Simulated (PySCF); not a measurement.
# Dipole response of Fe (iron, neutral)

[Ar] 3d6 4s1 4p1, one real determinant (an excited configuration). Computed with PySCF 2.14 in dyall-av2z, with the non-relativistic Hamiltonian (point nucleus). Coupled (time-dependent) response in atomic units; α is the mean over directions. A double-zeta set is small for polarisabilities.

```tsv
method	mean α (bohr³)	α xx, yy, zz	C₆ (like pair)	S(−4)
r2SCAN0	71.73	60.43, 60.43, 94.34	679.7	3148
revPBE	78.52	61.93, 61.93, 111.7	738.3	4749
```

S(−4) is the Cauchy moment in α(ω) = α(0) + S(−4) ω² + …

α(iu) at revPBE:

| u (hartree) | α(iu) (bohr³) |
| --- | --- |
| 0 | 78.52 |
| 0.0500 | 69.07 |
| 0.100 | 53.54 |
| 0.200 | 31.03 |
| 0.300 | 19.36 |
| 0.500 | 9.772 |
| 0.750 | 5.655 |
| 1.00 | 3.885 |
| 1.50 | 2.300 |
| 2.00 | 1.568 |
| 3.00 | 0.8908 |
| 5.00 | 0.4202 |

A single London oscillator, α(iu) = α/(1 + u²/ω²), gives C₆ = (3/4) ω α². Matching the computed C₆ needs ω = 4 × 738.3 / (3 × 78.52²) = 0.160 hartree.

The components differ because the open shell of this determinant is not spherical; for a pure term their mean is the scalar polarisability.

⟨L²⟩ = 8.03 against 12 for a pure F term, so this real determinant mixes terms.
